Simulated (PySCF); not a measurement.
Isomers of C6H16BNO. Method used: PBE0-D3(BJ)/def2-SVP geometry optimisation, gas phase in PySCF. Energies are electronic, without zero-point or thermal terms, for one conformer each. No frequencies were run at this level. Point groups hold within 0.08 Å.

Problem. Order them by energy at this level, lowest first, and give relative energies in kcal/mol.
A. `[CH3:1][O:2][C@H:3]1[CH2:4][CH2:5][BH2-:6][N+:7]1([CH3:8])[CH3:9]` with C1–O2–C3–C4 75°, O2–C3–C4–C5 155°, C3–C4–C5–B6 -7°, C4–C5–B6–N7 -19°, C5–B6–N7–C8 -79°
B. `[CH3:1][O:2][C@@H:3]1[CH2:4][CH2:5][C@H:6]([BH2-:7][NH3+:8])[CH2:9]1` with C1–O2–C3–C4 -173°, C5–C6–B7–N8 60°, O2–C3–C4–C5 -116°, C3–C4–C5–C6 -30°, C4–C5–C6–B7 164°, C5–C6–C9–C3 -37°
C. `[CH3:1][O:2][C@@H:3]1[CH2:4][CH2:5][C@@H:6]([BH2-:7][NH3+:8])[CH2:9]1` with C1–O2–C3–C4 -76°, C5–C6–B7–N8 -179°, O2–C3–C4–C5 -107°, C3–C4–C5–C6 18°, C4–C5–C6–B7 -163°, C5–C6–C9–C3 44°
D. `[CH3:1][O:2][CH2:3][N@@+:4]1([CH3:5])[BH2-:6][CH2:7][CH2:8][CH2:9]1` with C1–O2–C3–N4 -179°, O2–C3–N4–C5 66°, C3–N4–B6–C7 91°, N4–B6–C7–C8 4°, B6–C7–C8–C9 21°, C7–C8–C9–N4 -40°
E. `[CH3:1][O:2][CH2:3][NH2+:4][BH2-:5][CH:6]1[CH2:7][CH2:8][CH2:9]1` with C1–O2–C3–N4 178°, O2–C3–N4–B5 -179°, C3–N4–B5–C6 176°, N4–B5–C6–C7 -168°, B5–C6–C7–C8 99°, C6–C7–C8–C9 18°, C7–C8–C9–C6 -18°, B5–C6–C9–C8 -96°

Solution. C (0.0), B (0.7), A (7.4), D (9.8), E (23.7).

As drawn, the highest has a four-membered ring, which the lowest lacks. Neighbours under 2.5 kcal/mol apart (CO[C@@H]1CC[C@@H]([BH2-][NH3+])C1 and CO[C@@H]1CC[C@H]([BH2-][NH3+])C1; CO[C@H]1CC[BH2-][N+]1(C)C and COC[N@@+]1(C)[BH2-]CCC1) can change places with a better method, another conformer or zero-point energy. CO[C@@H]1CC[C@@H]([BH2-][NH3+])C1 and CO[C@@H]1CC[C@H]([BH2-][NH3+])C1 are stereoisomers, 0.7 kcal/mol apart in the conformers taken.

| SMILES | E (Eh) | E rel (kcal/mol) | dipole (D) | point group | A, B, C (MHz) |
| --- | --- | --- | --- | --- | --- |
| CO[C@@H]1CC[C@@H]([BH2-][NH3+])C1 | -392.36471 | 0.0 | 4.39 | C1 | 2903, 891.9, 756.6 |
| CO[C@@H]1CC[C@H]([BH2-][NH3+])C1 | -392.36358 | 0.7 | 5.56 | C1 | 3713, 781.3, 690.0 |
| CO[C@H]1CC[BH2-][N+]1(C)C | -392.35295 | 7.4 | 4.27 | C1 | 2149, 1478, 1111 |
| COC[N@@+]1(C)[BH2-]CCC1 | -392.34914 | 9.8 | 4.44 | C1 | 2502, 1156, 1011 |
| COC[NH2+][BH2-]C1CCC1 | -392.32687 | 23.7 | 5.27 | C1 | 5205, 537.3, 521.3 |

Problem. How do the relative energies change in single points at PBE0/pcSseg-1 (no added dispersion term) on the same geometries?

Solution. 
```csv
SMILES,PBE0-D3(BJ)/def2-SVP (kcal/mol),PBE0/pcSseg-1 (kcal/mol),shift
CO[C@@H]1CC[C@@H]([BH2-][NH3+])C1,0.0,0.0,0.0
CO[C@@H]1CC[C@H]([BH2-][NH3+])C1,0.7,0.6,-0.1
CO[C@H]1CC[BH2-][N+]1(C)C,7.4,7.4,0.0
COC[N@@+]1(C)[BH2-]CCC1,9.8,9.5,-0.3
COC[NH2+][BH2-]C1CCC1,23.7,22.9,-0.8
```

Each column counts from its own lowest isomer. The order is unchanged; the largest shift is 0.8 kcal/mol.
